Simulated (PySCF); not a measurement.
# Partial charges of `[SiH3]C#C[SiH2]CC[SiH3]`

C4H12Si3.
Cartesian coordinates in Å at the GFN2-xTB level; atoms count from 1:
```
atom  x, y, z in Å
Si1    4.0505   -0.9534   -0.3933
C2     2.5711    0.1547   -0.4206
C3     1.6075    0.8890   -0.4238
Si4    0.1227    1.9939   -0.3797
C5    -1.4300    0.8990   -0.5239
C6    -1.4576   -0.2274    0.5104
Si7   -3.0180   -1.3047    0.3809
H8     4.2868   -1.3583    0.9957
H9     3.7735   -2.1243   -1.2303
H10    5.1976   -0.2055   -0.9150
H11    0.1258    2.7005    0.9093
H12    0.1910    2.9407   -1.5002
H13   -2.3238    1.5163   -0.4078
H14   -1.4873    0.4666   -1.5252
H15   -0.5672   -0.8479    0.3846
H16   -1.3878    0.2014    1.5127
H17   -2.9781   -2.3500    1.4049
H18   -4.2053   -0.4678    0.5792
H19   -3.0811   -1.9135   -0.9504
```

Density: PBE0/pcSseg-1 (PySCF); schemes: Mulliken, IAO, Hirshfeld and ESP-fitted. One conformer (not necessarily the lowest) at the GFN2-xTB geometry, without solvent, vibrations or thermal averaging.

Problem. Atoms with like bonding are taken together and averaged. For which atoms does the sign change between the 4 schemes (beyond +0.03 e in one, beyond −0.03 e in another)?

Solution. For none.

Problem. At which atom do the 4 schemes differ most?

Solution. At C6: from -0.548 (Mulliken) to -0.086 e (ESP-fitted), 0.462 e apart.

Problem. Tabulate the Mulliken, IAO, Hirshfeld and ESP-fitted charges.

Solution. In e; atoms taken as equivalent share a row and are averaged (×n: the atom named and its like, n in all):

| atom | environment | Mulliken | IAO | Hirshfeld | ESP-fitted |
| --- | --- | --- | --- | --- | --- |
| Si1 | SiH3 silicon | +0.522 | +0.632 | +0.343 | +0.429 |
| C2 | alkyne carbon | -0.321 | -0.313 | -0.146 | -0.180 |
| C3 | alkyne carbon | -0.262 | -0.308 | -0.141 | -0.239 |
| Si4 | SiH2 silicon | +0.691 | +0.774 | +0.362 | +0.468 |
| C5 | sp3 carbon bound to silicon | -0.546 | -0.525 | -0.152 | -0.208 |
| C6 | sp3 carbon bound to silicon | -0.548 | -0.526 | -0.155 | -0.086 |
| Si7 | SiH3 silicon | +0.505 | +0.604 | +0.315 | +0.334 |
| H8/H9/H10 | Si–H hydrogen | -0.081 | -0.108 | -0.066 | -0.078 |
| H11/H12 | Si–H hydrogen | -0.078 | -0.116 | -0.072 | -0.098 |
| H13/H14 | methylene hydrogen | +0.153 | +0.146 | +0.040 | +0.065 |
| H15/H16 | methylene hydrogen | +0.159 | +0.146 | +0.037 | +0.044 |
| H17/H18/H19 | Si–H hydrogen | -0.088 | -0.122 | -0.079 | -0.101 |

Mean size of the charges over all atoms: IAO 0.273 e, Mulliken 0.246 e, ESP-fitted 0.152 e, Hirshfeld 0.124 e. Each set sums to the total charge, 0, to within 0.001 e. The ESP scheme fits charges at the nuclei, held to the total charge, to the electrostatic potential on points at 1.4 to 2.0 times the van der Waals radii. The Hirshfeld scheme weights the molecular density at each point by an atom's share of the summed free-atom densities.

Problem. How closely do the schemes follow one another over all atoms?

Solution. Correlation coefficient and root-mean-square difference: Mulliken with IAO 0.99, 0.047 e; Hirshfeld with ESP-fitted 0.99, 0.047 e; IAO with Hirshfeld 0.97, 0.196 e; IAO with ESP-fitted 0.95, 0.172 e; Mulliken with Hirshfeld 0.94, 0.176 e; Mulliken with ESP-fitted 0.92, 0.159 e.

Problem. How many electrons does the Hirshfeld scheme count on C5?

Solution. Z − q = 6 − (-0.152) = 6.152.
